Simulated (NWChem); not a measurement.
System: SnH₃OF; SMILES [OH][SnH2][F]

NWChem input:

```
start job
memory heap 200 mb stack 900 mb global 1100 mb
geometry units angstroms noautoz
  Sn    -0.260536     0.011916    -0.029857
  O      1.133345    -1.373181    -0.194024
  F      0.680084     1.710130    -0.066418
  H     -1.184877    -0.100710    -1.451455
  H     -1.022008    -0.022977     1.499422
  H      1.783559    -1.340040     0.517244
end
basis spherical
  * library def2-svp
end
ecp
  Sn library def2-ecp
end
dft
  xc m06-l
  iterations 150
  mulliken
end
task dft energy
```

Structure relaxed at the PBE0/def2-SVP level. def2 effective core potentials on Sn; no spin-orbit coupling.

Q: What results follow from this input? (M06-L/def2-SVP with def2 effective core potentials on Sn.) Quantities: energy (Ha); highest occupied level (eV); orbital gap (eV); dipole (D).

A: energy (Ha): -391.18
highest occupied level (eV): -7.25
orbital gap (eV): 6.30
dipole (D): 2.31
